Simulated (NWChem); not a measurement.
System: C6H5O, doublet; SMILES Oc1[c]cccc1

NWChem printed, in part:

```
             Northwest Computational Chemistry Package (NWChem) 7.3.0
             --------------------------------------------------------

                             Geometry "geometry" -> ""
                             -------------------------

 Output coordinates in angstroms (scale by  1.889725989 to convert to a.u.)

  No.       Tag          Charge          X              Y              Z
 ---- ---------------- ---------- -------------- -------------- --------------
    1 O                    8.0000    -0.18434500    -2.35220900     0.00000000
    2 C                    6.0000    -0.08463700    -0.99649300     0.00000000
    3 C                    6.0000    -1.22873300    -0.19892400     0.00000000
    4 C                    6.0000    -1.24992500     1.17916900     0.00000000
    5 C                    6.0000    -0.00591300     1.85421800     0.00000000
    6 C                    6.0000     1.17948700     1.10363300     0.00000000
    7 C                    6.0000     1.14870100    -0.30056700     0.00000000
    8 H                    1.0000     0.71861000    -2.72119900     0.00000000
    9 H                    1.0000    -2.19628200     1.74432800     0.00000000
   10 H                    1.0000     0.02417500     2.95428700     0.00000000
   11 H                    1.0000     2.15304800     1.61653000     0.00000000
   12 H                    1.0000     2.09090900    -0.87695200     0.00000000

 Effective nuclear repulsion energy (a.u.)     258.5676499066

                                 NWChem DFT Module
                                 -----------------

 Summary of "ao basis" -> "ao basis" (spherical)
 ------------------------------------------------------------------------------
       Tag                 Description            Shells   Functions and Types
 ---------------- ------------------------------  ------  ---------------------
 O                          def2-svp                 6       14   3s2p1d
 C                          def2-svp                 6       14   3s2p1d
 H                          def2-svp                 3        5   2s1p

 in cosmo_initialize ...
 calling solv_data for solv:etoac

 solvent parameters
 solvname_short: etoac
 solvname_long:  ethyl acetate
 dielec:        5.9867
 dielecinf:     1.8832
 nonaqueous SMD model solvent descriptors
 dielec:        5.9867
 sola:          0.0000
 solb:          0.4500
 solc:          0.0000
 solg:         33.6700
 solh:          0.0000
 soln:          1.3723

[...]

                                COSMO-SMD solvation results
                                ---------------------------

             internal energy in gas <Psi(g)|H|Psi(g)> =      -306.421158105400
         internal energy in solvent <Psi(s)|H|Psi(s)> =      -306.419934410540
                               delta internal energy  =         0.001223694859 (    0.77 kcal/mol)
   total free energy in solvent <Psi(s)|H+V/2|Psi(s)> =      -306.429415906993
 polarization energy contribution <Psi(s)|V/2|Psi(s)> =        -0.009481496453 (   -5.95 kcal/mol)
    total free energy in solvent including G(SMD-CDS) =      -306.433258187521
                       G(SMD-CDS) energy contribution =        -0.003842280528 (   -2.41 kcal/mol)
     1 M fixed-concentration free energy of solvation =        -0.012100082121 (   -7.59 kcal/mol)

                    DFT Final Alpha Molecular Orbital Analysis
                    ------------------------------------------

 Vector   23  Occ=1.000000D+00  E=-3.239823D-01
              MO Center=  2.4D-02,  4.1D-01,  1.6D-09, r^2= 3.0D+00
   Bfn.  Coefficient  Atom+Function         Bfn.  Coefficient  Atom+Function
  ----- ------------  ---------------      ----- ------------  ---------------
    34      0.331124   3 C  pz               76     -0.307164   6 C  pz
    90     -0.292562   7 C  pz               48      0.260765   4 C  pz
    37      0.225156   3 C  pz               79     -0.215341   6 C  pz
    93     -0.215455   7 C  pz               51      0.182983   4 C  pz
    62     -0.050171   5 C  pz               65     -0.036443   5 C  pz

 Vector   24  Occ=1.000000D+00  E=-3.156591D-01
              MO Center= -1.1D+00, -9.9D-02, -2.1D-09, r^2= 2.5D+00
   Bfn.  Coefficient  Atom+Function         Bfn.  Coefficient  Atom+Function
  ----- ------------  ---------------      ----- ------------  ---------------
    32      0.483194   3 C  px               35      0.324201   3 C  px
    31     -0.281412   3 C  s                33      0.230249   3 C  py
    18     -0.198740   2 C  px               36      0.189568   3 C  py
    60      0.168266   5 C  px               88      0.159737   7 C  px
    30     -0.140682   3 C  s                46     -0.130698   4 C  px

 Vector   25  Occ=1.000000D+00  E=-2.897625D-01
              MO Center= -3.0D-02,  3.6D-02,  3.6D-10, r^2= 3.8D+00
   Bfn.  Coefficient  Atom+Function         Bfn.  Coefficient  Atom+Function
  ----- ------------  ---------------      ----- ------------  ---------------
    62      0.325570   5 C  pz                6      0.292669   1 O  pz
    20     -0.276374   2 C  pz                9      0.254214   1 O  pz
    65      0.252516   5 C  pz               90     -0.237371   7 C  pz
    93     -0.194265   7 C  pz               34     -0.191045   3 C  pz
    23     -0.166392   2 C  pz               48      0.158697   4 C  pz

 Vector   26  Occ=0.000000D+00  E= 1.557228D-02
              MO Center= -5.3D-02,  4.9D-01,  9.0D-10, r^2= 3.5D+00
   Bfn.  Coefficient  Atom+Function         Bfn.  Coefficient  Atom+Function
  ----- ------------  ---------------      ----- ------------  ---------------
    51      0.504335   4 C  pz               93      0.488502   7 C  pz
    79     -0.424604   6 C  pz               37     -0.405036   3 C  pz
    48      0.342514   4 C  pz               90      0.320963   7 C  pz
    34     -0.286718   3 C  pz               76     -0.281979   6 C  pz
    23     -0.070218   2 C  pz               65     -0.069429   5 C  pz

[...]
```

Level: M06-2X/def2-SVP, spin-unrestricted, SMD on the gas-phase geometry. In the optimisation the excess spin sits in a' (Cs, its own frame). Coordinates come from a PBE-D3(BJ)/def2-SVP, spin-unrestricted optimisation. No frequency run checked for a minimum. No stability test was run on the SCF state. Solvent: ethyl acetate.

Question: Which NWChem input produces such a log?

Answer: Several could match; the one computed here: the input that was run:
```
start job
memory heap 200 mb stack 900 mb global 1100 mb
geometry units angstroms noautosym nocenter noautoz
  O     -0.184345    -2.352209     0.000000
  C     -0.084637    -0.996493     0.000000
  C     -1.228733    -0.198924     0.000000
  C     -1.249925     1.179169     0.000000
  C     -0.005913     1.854218     0.000000
  C      1.179487     1.103633     0.000000
  C      1.148701    -0.300567     0.000000
  H      0.718610    -2.721199     0.000000
  H     -2.196282     1.744328     0.000000
  H      0.024175     2.954287     0.000000
  H      2.153048     1.616530     0.000000
  H      2.090909    -0.876952     0.000000
end
basis spherical
  O library def2-svp
  C library def2-svp
  H library def2-svp
end
dft
  odft
  mult 2
  xc m06-2x
  iterations 150
end
cosmo
  do_cosmo_smd true
  solvent etoac
end
task dft energy
```
